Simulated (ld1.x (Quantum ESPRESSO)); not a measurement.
## I, TM: configuration errors across variants

| Quantity | Value |
| --- | --- |
| Element | iodine (I) |
| Generator | ld1.x (Quantum ESPRESSO) 7.5 |
| Type | norm-conserving Troullier–Martins (Kleinman–Bylander form) |
| Functional | PBEsol |
| Relativity | fully relativistic |
| Frozen core | [Kr] 4d10 |
| Valence charge | 7 |
| Reference configuration | 5s2 5p5 |
| Partial waves | 5s (bound): rc 1.75 bohr; 5p (bound): rc 2.05 bohr |
| Local potential | all-electron potential smoothed inside 1.65 bohr (lloc = -1) |
| Core correction | Bessel-smoothed model core inside 0.90 bohr |

Open shells are filled in proportion to 2j + 1 (rel_dist='average').

All-electron excitation energies from the reference (eV): (1) 5s2 5p4 11.177; (2) 5s2 5p3 31.090; (3) 5s2 5p2 60.510; (4) 5s2 5p5.3 -1.794; (5) 5s2 5p4.5 4.553; (6) 5s1 5p5 22.140.

Tests that are not counted but printed errors over 1 eV. “base”: 5s2 5p1 (solver errors, printed error -51.2 eV). “local potential all-electron potential smoothed inside 1.26 bohr (lloc = -1)”: 5s2 5p1 (solver errors, printed error -5.6 eV). “core correction Bessel-smoothed model core inside 0.96 bohr”: 5s2 5p1 (solver errors, printed error -18.3 eV).

3 further variants failed, have other tests or another functional or relativity, and are left out.

A true bound ghost makes a file unfit for plane-wave use even where its test errors are small: the radial tests pick states by their node count and pass the ghost by. Where a test does run into it, the solver fails or the error is huge.

The file “local potential the p channel” misses its own reference levels by 0.7 eV.

Errors AE − PS in meV (a dash: test not solved or not reliable):

```csv
change,(1),(2),(3),(4),(5),(6),bound ghosts
base,+1.9,+2.3,-22,+0.1,+0.6,-1.0,"s, d"
local potential the p channel,+19,+37,+41,-6.2,+9.9,-9.7,none
local potential all-electron potential smoothed inside 1.26 bohr (lloc = -1),-5.4,-27,–,-0.3,-1.1,-32,"s, p3/2, p1/2, d"
core correction Bessel-smoothed model core inside 0.96 bohr,+1.9,+2.3,-22,+0.1,+0.6,-1.0,"s, d"
```

**Question.** Give the same row for: all radii but the core radius scaled by about 0.89 (s 1.56, p 1.84 bohr); local potential all-electron potential smoothed inside 1.48 bohr (lloc = -1).

**Answer.** +9.7, +44, +95, +0.6, +2.2, +29; bound ghosts: s, d.
